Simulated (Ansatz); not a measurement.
Start from `[NH2][Al]([OH])[OH]` and change one atom or group to get `[OH][AlH][OH]`.

Ansatz, PBE0-D4/def2-TZVP geometries, multiplicity 1. Each molecule was computed in one conformer, which needn't be the lowest.

```
                             property  `[NH2][Al]([OH])[OH]`
  LUMO energy (B3LYP/def2-TZVPP) / eV                  -0.50
  HOMO–LUMO gap (PBE/def2-TZVPP) / eV                   4.88
HOMO energy (ωB97M-V/def2-TZVPP) / eV                  -9.76
   HOMO energy (PBE0/def2-TZVPP) / eV                  -7.34
 HOMO–LUMO gap (PBE0/def2-TZVPP) / eV                   7.18
  HOMO energy (B3LYP/def2-TZVPP) / eV                  -7.09
```

Problem. What does the change do to each property? (An estimate is asked.)

Solution. The calculation gave: 
```
                             property  `[OH][AlH][OH]`  shift
  LUMO energy (B3LYP/def2-TZVPP) / eV            -0.47   0.03
  HOMO–LUMO gap (PBE/def2-TZVPP) / eV             6.43   1.55
HOMO energy (ωB97M-V/def2-TZVPP) / eV           -11.58  -1.82
   HOMO energy (PBE0/def2-TZVPP) / eV            -9.08  -1.74
 HOMO–LUMO gap (PBE0/def2-TZVPP) / eV             8.96   1.78
  HOMO energy (B3LYP/def2-TZVPP) / eV            -8.81  -1.72
```

The zero-point energy changes by -49.9 kJ/mol with -6 modes.

B3LYP here is the variant with VWN-RPA as its local correlation; programs differ in this.
